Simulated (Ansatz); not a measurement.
System: diaminoboranylethane, C₂H₉BN₂ (charge 0, singlet). 
Coordinates optimised at B3LYP-D3(BJ)/def2-TZVP (Ansatz, a quantum-chemistry and plane-wave program):
SMILES: NB(CC)N
```xyz
14

C      1.9339    -0.3855    -0.5848
C      0.9890     0.3923     0.3352
B     -0.5655     0.1044     0.1620
N     -1.4889     0.7970     0.9885
N     -1.0249    -0.8277    -0.8005
H      2.9805    -0.1317    -0.4037
H      1.8341    -1.4643    -0.4391
H      1.7288    -0.1746    -1.6376
H      1.2607     0.1966     1.3794
H      1.1569     1.4673     0.1985
H     -1.1946     1.4633     1.6795
H     -2.4863     0.6783     0.9485
H     -0.3994    -1.3339    -1.4002
H     -1.9933    -1.0495    -0.9541
```

Total electronic energies in hartree. Valence correlation only, unless marked. No spin-orbit coupling. No relativistic terms. CBS(X,Y): correlation extrapolated as X^-3; Hartree-Fock from the larger set.

| level | program | energy (Eh) |
|---|---|---|
| revPBE-D4/def2-TZVPD | Ansatz + dftd4 | -216.12622 |
| PBE0/6-31G* | Ansatz | -215.80469 |
| HSE06-D3(BJ)/def2-TZVPD | Ansatz + dftd3 | -215.89743 |
| CAM-B3LYP-D4/def2-TZVPD | Ansatz + dftd4 | -216.06440 |
| B2GP-PLYP/def2-TZVPD | Ansatz | -215.92744 |
| RI-MP2/cc-pVTZ | Ansatz | -215.62566 |
| CCSD(T)/cc-pVTZ | Ansatz | -215.70649 |
| CCSD(T)/cc-pVQZ | Ansatz | -215.77382 |
| CCSD(T)/CBS(cc-pVTZ,cc-pVQZ) | Ansatz | -215.8116 |

Totals of different functionals don't rank their quality; only differences between species are comparable.
